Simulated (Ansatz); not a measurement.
Program: Ansatz. Geometries: PBE0-D4/def2-TZVP. ΔE: electronic, gas phase. CBS: MP2 limit from def2 TZ/QZ plus the TZ coupled-cluster correction, frozen cores. DFT in def2-TZVPP. B3LYP here is the variant with VWN-RPA as its local correlation; programs differ in this. def2 core potentials past Kr. For Ge, Sn outer-core shells are correlated without core-valence functions, which leaves a few kJ/mol of doubt a bond. Scalar relativity is left out up to krypton. One conformer a species, not always the lowest.

Consider the redistribution: `[CH3][SnH]([CH3])[SiH3]` + `[CH3][GeH2][CH2]S` → `[SiH3][GeH2][CH2]S` + `[CH3][SnH]([CH3])[CH3]`.

```csv
level,ΔE (kcal/mol),difference from CCSD(T)/CBS
r2SCAN-D4,3.9,0.7
PBE0-D4,4.0,0.8
B3LYP-D4,3.7,0.5
B2PLYP,4.0,0.8
PBE,4.0,0.8
PBE0,4.3,1.1
B3LYP,4.1,0.9
MP2/def2-TZVPP,3.8,0.6
SCS-MP2/def2-TZVPP,3.8,0.6
CCSD/def2-TZVPP,3.8,0.6
CCSD(T)/def2-TZVPP,3.6,0.4
HF/def2-QZVPP,4.8,1.6
MP2/def2-QZVPP,3.6,0.4
SCS-MP2/def2-QZVPP,3.7,0.5
HF/CBS(def2),4.8,1.6
MP2/CBS(def2),3.5,0.3
CCSD(T)/CBS,3.2,0
```

Largest T1 diagnostic among the species: 0.011.

In def2-TZVPP, CCSD(T) changes the Hartree–Fock value by −1.2 kcal/mol (the triples alone add −0.2 kcal/mol) and MP2 by −1.0 kcal/mol.
